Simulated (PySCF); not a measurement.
Compound: C₃H₄BFO₂.
Bonds: F1–C2, C2–C3 (double), C3–O4, O4–B5, B5–O6, O6–C7 (double), C2–C7. Hydrogens: H8 on C3; H9, H10 on B5; H11 on C7.
Bond orders are those of one Lewis drawing.

Computed by this run: PySCF 2.14.0, PBE0-D3(BJ)/def2-SVP geometry optimisation, gas phase; density fitting, grid level 1; the optimiser is geomeTRIC in internal coordinates, started from a GFN2-xTB structure with every atom displaced at random (about 0.01 Å).

Step 15: E = -10643.9289 eV
```
atom  x, y, z in Å  |  force x, y, z in eV/Å
F1      2.2111    0.7184   -1.0936   -0.081   0.012   0.059
C2      1.0678    0.3480   -0.5125   -0.089  -0.054  -0.006
C3      0.8725   -0.9707   -0.1170    0.049  -0.249   0.085
O4     -0.1999   -1.3699    0.4367    0.093   0.108  -0.034
B5     -1.4247   -0.4610    0.3610   -0.071   0.195  -0.089
O6     -0.9032    0.9854    0.5671    0.011  -0.196   0.028
C7      0.1949    1.2971    0.0209    0.104   0.112  -0.070
H8      1.6915   -1.7031   -0.1970   -0.003   0.065  -0.039
H9     -2.1802   -0.7285    1.2636   -0.011  -0.017   0.004
H10    -1.8586   -0.5128   -0.7840    0.016  -0.021   0.056
H11     0.4944    2.3553    0.0422   -0.018   0.045   0.006
```

Step 16: E = -10643.9324 eV
```
atom  x, y, z in Å  |  force x, y, z in eV/Å
F1      2.1911    0.7132   -1.1109    0.000   0.031   0.007
C2      1.0544    0.3434   -0.5188    0.024  -0.029  -0.017
C3      0.8739   -0.9756   -0.1118   -0.068  -0.045   0.063
O4     -0.1969   -1.3672    0.4485    0.071  -0.011  -0.016
B5     -1.4215   -0.4564    0.3586   -0.031   0.151  -0.016
O6     -0.8968    0.9810    0.5829   -0.045  -0.087   0.025
C7      0.1943    1.2983    0.0247    0.068  -0.018  -0.051
H8      1.6977   -1.7014   -0.1906   -0.002   0.034  -0.025
H9     -2.1887   -0.7294    1.2497   -0.014  -0.018  -0.002
H10    -1.8372   -0.5045   -0.7922    0.012  -0.014   0.031
H11     0.4952    2.3568    0.0473   -0.016   0.006   0.001
```

Problem. Estimate the geometry and energy of step 17. (The exact step hangs on the optimiser's Hessian estimate; all steps are aligned on step 16, rigid shifts and turns removed.)

Solution. E = -10643.9335 eV, largest force 0.078 eV/Å
```
atom  x, y, z in Å  |  force x, y, z in eV/Å
F1      2.1886    0.7148   -1.1130    0.010   0.003  -0.003
C2      1.0537    0.3413   -0.5202    0.003   0.013  -0.004
C3      0.8739   -0.9775   -0.1098   -0.048   0.012   0.020
O4     -0.1963   -1.3665    0.4508    0.038  -0.039  -0.004
B5     -1.4220   -0.4516    0.3590   -0.005   0.076   0.019
O6     -0.8943    0.9779    0.5884   -0.033  -0.033   0.004
C7      0.1948    1.2958    0.0243    0.041  -0.010  -0.021
H8      1.6993   -1.7003   -0.1913    0.004  -0.002  -0.007
H9     -2.1925   -0.7294    1.2463   -0.007  -0.011  -0.005
H10    -1.8320   -0.5016   -0.7923    0.000  -0.006   0.002
H11     0.4922    2.3554    0.0454   -0.003  -0.004  -0.002
```

The energy changes by -0.0011 eV. The first-order estimate −F·Δx gives -0.0016 eV and the mean of the old and new forces, exact on a quadratic surface, -0.0010 eV. The step makes an angle of 63° with the force vector and moves no atom by more than 0.007 Å.

What follows is the cost of the whole optimisation. On an Arm Neoverse V2 with one thread, shared host with 96 logical CPUs at a one-minute load of 28, this took 85 s and 0.48 GiB of memory at its peak.
